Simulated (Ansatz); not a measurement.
Start from `C[SiH]([AlH2])N[SiH3]` and change one atom or group to get `C[SiH](F)N[SiH3]`.

Ansatz, PBE0-D4/def2-TZVP geometries, multiplicity 1. Each molecule was computed in one conformer, which needn't be the lowest.

| property | `C[SiH]([AlH2])N[SiH3]` |
| --- | --- |
| LUMO energy (ωB97M-V/def2-TZVPP) / eV | 0.40 |
| size of the dipole moment (ωB97M-V/def2-TZVPP) / D | 2.46 |
| HOMO energy (ωB97M-V/def2-TZVPP) / eV | -8.98 |
| size of the dipole moment (B3LYP/def2-TZVPP) / D | 2.45 |
| LUMO energy (PBE0/def2-TZVPP) / eV | -1.28 |
| HOMO energy (PBE0/def2-TZVPP) / eV | -6.98 |

Problem. Give the same properties after the change, and the shifts. (An estimate is asked.)

Solution. Computed: 
```csv
property,`C[SiH](F)N[SiH3]`,shift
LUMO energy (ωB97M-V/def2-TZVPP) / eV,1.78,1.38
size of the dipole moment (ωB97M-V/def2-TZVPP) / D,1.54,-0.92
HOMO energy (ωB97M-V/def2-TZVPP) / eV,-10.26,-1.28
size of the dipole moment (B3LYP/def2-TZVPP) / D,1.56,-0.89
LUMO energy (PBE0/def2-TZVPP) / eV,0.22,1.50
HOMO energy (PBE0/def2-TZVPP) / eV,-7.93,-0.95
```

With PBE0 the HOMO falls by 0.95 eV and the LUMO rises by 1.50 eV, so the gap widens by about 2.45 eV. PBE moves the HOMO by -0.64 eV and ωB97M-V by -1.28 eV. Dipoles are sizes alone; their direction can turn.

B3LYP here is the variant with VWN-RPA as its local correlation; programs differ in this.
